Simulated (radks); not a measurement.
Results of a calculation; reference values are marked as such.
Task: The mean radii <r> (bohr) of the occupied orbitals of an atom or ion are listed with their occupations. Code: a radial shooting solver on a logarithmic mesh with Libxc functionals. Model: scalar-relativistic Kohn-Sham, HCTH/407, spin-unpolarised, spherical densities, point nucleus.

| orbital | occ. | <r> |
|---|---|---|
| 1s | 2 | 0.01744 |
| 2s | 2 | 0.07361 |
| 2p | 6 | 0.06623 |
| 3s | 2 | 0.1904 |
| 3p | 6 | 0.1912 |
| 3d | 10 | 0.1731 |
| 4s | 2 | 0.4231 |
| 4p | 6 | 0.4502 |
| 4d | 10 | 0.4776 |
| 5s | 2 | 0.9739 |
| 4f | 14 | 0.5324 |
| 5p | 6 | 1.125 |
| 5d | 6 | 1.605 |
| 6s | 2 | 2.631 |

Name the element and its charge.

Result: Z = 77, iridium, charge +1: Ir+ in [Xe] 4f14 5d6 6s2. The 1s radius gives Z: for a bare nucleus <r> = (2 gamma + 1)/(2Z) with gamma = sqrt(1 - (Z/c)^2), 0.01724 bohr for Z = 77, and screening makes it slightly larger (0.01744 here). The occupations add up to 76, and the charge is Z minus that.
